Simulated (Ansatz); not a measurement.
One change: `O[SiH3]` becomes `[SiH3]O[AsH2]`.

Ansatz, PBE0-D4/def2-TZVP geometries, multiplicity 1. 

Scalar relativity is left out up to krypton.

| property | `O[SiH3]` |
| --- | --- |
| HOMO energy (B3LYP/def2-TZVPP) / eV | -8.52 |
| HOMO–LUMO gap (B3LYP/def2-TZVPP) / eV | 8.27 |
| LUMO energy (PBE0/def2-TZVPP) / eV | 0.04 |
| HOMO–LUMO gap (PBE/def2-TZVPP) / eV | 6.38 |
| HOMO energy (PBE/def2-TZVPP) / eV | -7.21 |
| size of the dipole moment (B3LYP/def2-TZVPP) / D | 1.31 |

(1) What does the change do to each property? (Estimate.)

## Answers

(1) Ansatz gave: 
| property | `[SiH3]O[AsH2]` | shift |
| --- | --- | --- |
| HOMO energy (B3LYP/def2-TZVPP) / eV | -7.40 | 1.12 |
| HOMO–LUMO gap (B3LYP/def2-TZVPP) / eV | 6.33 | -1.94 |
| LUMO energy (PBE0/def2-TZVPP) / eV | -0.86 | -0.90 |
| HOMO–LUMO gap (PBE/def2-TZVPP) / eV | 4.63 | -1.75 |
| HOMO energy (PBE/def2-TZVPP) / eV | -6.39 | 0.82 |
| size of the dipole moment (B3LYP/def2-TZVPP) / D | 1.02 | -0.29 |

With PBE0 the HOMO rises by 1.14 eV and the LUMO falls by 0.90 eV, so the gap narrows by about 2.04 eV. PBE moves the HOMO by 0.82 eV and ωB97M-V by 1.27 eV. The zero-point energy changes by 17.3 kJ/mol with +6 modes. Dipoles are sizes alone; their direction can turn.

B3LYP here is the variant with VWN-RPA as its local correlation; programs differ in this.
